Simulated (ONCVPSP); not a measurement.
**u(r) = r·R(r): atom against pseudo-atom (titanium (Ti))**

Columns: radius, all-electron u(r) and pseudo u(r) of the 3d shell (level -4.46 eV) of titanium in the configuration [Ne] 3s2 3p6 3d2 4s2; LDA (Perdew-Zunger), scalar-relativistic, ONCV scheme, ONCVPSP 4.0.1.

```csv
r (bohr),all-electron,pseudo
0.110,0.0395,0.0033
0.220,0.1693,0.0253
0.330,0.3316,0.0798
0.440,0.4813,0.1717
0.550,0.5994,0.2965
0.660,0.6826,0.4408
0.770,0.7341,0.5864
0.880,0.7598,0.7146
0.990,0.7659,0.8103
1.100,0.7581,0.8651
1.210,0.7406,0.8784
1.320,0.7168,0.8563
1.430,0.6890,0.8097
1.540,0.6589,0.7501
1.650,0.6277,0.6879
1.760,0.5963,0.6303
1.870,0.5653,0.5808
1.980,0.5351,0.5400
2.090,0.5058,0.5066
2.200,0.4778,0.4778
2.310,0.4510,0.4510
2.420,0.4256,0.4256
2.530,0.4014,0.4014
2.640,0.3784,0.3784
2.750,0.3567,0.3567
2.860,0.3362,0.3362
```

Task: How many radial nodes do the two functions have?

Result: The all-electron 3d function has n − l − 1 = 0; the pseudo-wave has 0.

Task: At about which radius was the pseudo-wave matched?

Result: 2.20 bohr, where the columns begin to agree (steps of 0.11 bohr).

Task: Is the pseudo-wave norm-conserving?

Result: Yes: the ONCV scheme keeps the norm inside the radius equal to the all-electron one, which fixes the energy derivative of the logarithmic derivative at the level.
